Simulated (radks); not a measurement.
Task: These are the eigenvalues of the occupied orbitals of an atom or ion with whole-number occupations (hartree). All-electron calculation, non-relativistic Kohn-Sham, RPBE, spin-unpolarised, spherical densities, point nucleus. Program: a radial shooting solver on a logarithmic mesh with Libxc functionals.

1s: -341.0511
2s: -56.88528
2p: -52.32253
3s: -19.52425
3d: -15.72523

Which element is it, and in what charge state? The configuration may be excited.

Result: Z = 29, copper, charge +15: Cu15+ in [Ne] 3s2 3d2. The list shows which subshells hold electrons but not how many an open one holds; the 1s level, -341.05 hartree, gives Z - s = 26.1 by -(Z - s)^2/2, which with screening narrows Z to a few neighbours, and the depths of the outer levels then fix element, charge and occupations together.
